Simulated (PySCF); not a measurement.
CdFH3Si, SMILES [SiH3][Cd][F].

The structure is a stationary point at PBE0-D3(BJ)/def2-TZVP. The def2 effective core potentials stand for the cores of Cd; spin–orbit coupling is left out.

The numbers are results of PySCF with TDA-CAM-B3LYP/def2-SVPD, not measurements.

Vertical excitations; the highest root listed may be one member of a degenerate set. Isolated molecule, no solvent. State labels are in the subgroup Cs.

```csv
state,symmetry,energy (eV),λ (nm),f,main pairs
S1,A',6.43,193,0.130,HOMO→LUMO+2 (degenerate set)
S2,A",6.43,193,0.130,HOMO→LUMO+1 (degenerate set)
S3,A',6.73,184,0.632,HOMO→LUMO 89 %
S4,A",7.15,173,0.023,HOMO−1→LUMO (degenerate set)
S5,A',7.15,173,0.023,HOMO−2→LUMO (degenerate set)
S6,A",7.52,165,0.000,"HOMO−1→LUMO+2 48 %, HOMO−2→LUMO+1 48 %"
S7,A",7.56,164,0.000,"HOMO−2→LUMO+1, HOMO−1→LUMO+2 (degenerate set)"
S8,A',7.56,164,0.000,"HOMO−1→LUMO+1, HOMO−2→LUMO+2 (degenerate set)"
S9,A',7.76,160,0.032,"HOMO−5→LUMO 36 %, HOMO−2→LUMO+2 23 %, HOMO−1→LUMO+1 23 %, HOMO→LUMO+3 11 %"
S10,A',8.14,152,0.044,HOMO→LUMO+3 71 %
T1,A',5.35,232,0,HOMO→LUMO 94 %
T2,A',5.42,229,0,HOMO→LUMO+2 (degenerate set)
T3,A",5.42,229,0,HOMO→LUMO+1 (degenerate set)
T4,A",6.77,183,0,HOMO−1→LUMO 88 %
```
Triplets are in the Tamm–Dancoff approximation.
